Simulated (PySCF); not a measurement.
P²⁺: ionisation energy

P²⁺ [Ne] 3s2 3p1 (2P) → P³⁺ [Ne] 3s2 (1S), as a difference of total energies. Calculation: PySCF 2.14, in aug-cc-pCVTZ-DK with one added diffuse shell each of s, p, d, f type (9s8p6d4f, 91 functions); the spin-free X2C one-electron Hamiltonian (Gaussian nucleus). Correlated levels: valence and next inner shell: 1s2 frozen. The calculations carry no spin-orbit coupling.

| method | ionisation energy (eV) |
| --- | --- |
| UHF | 29.573 |
| MP2 (valence and next inner shell) | 29.904 |
| SCS-MP2 (valence and next inner shell) | 29.889 |
| CCSD (valence and next inner shell) | 30.033 |
| CCSD(T) (valence and next inner shell) | 30.056 |

How much does correlation contribute at CCSD(T) (valence and next inner shell)?

30.056 − (29.573) = 0.483 eV, measured against UHF.

A first-order spin-orbit estimate (lowest level to lowest level, LS coupling) adds 0.041 eV.

Errors of the correlated levels include the incompleteness of this basis and the frozen core.

For comparison: 30.203 eV (measured; NIST Atomic Spectra Database, ionization energies).
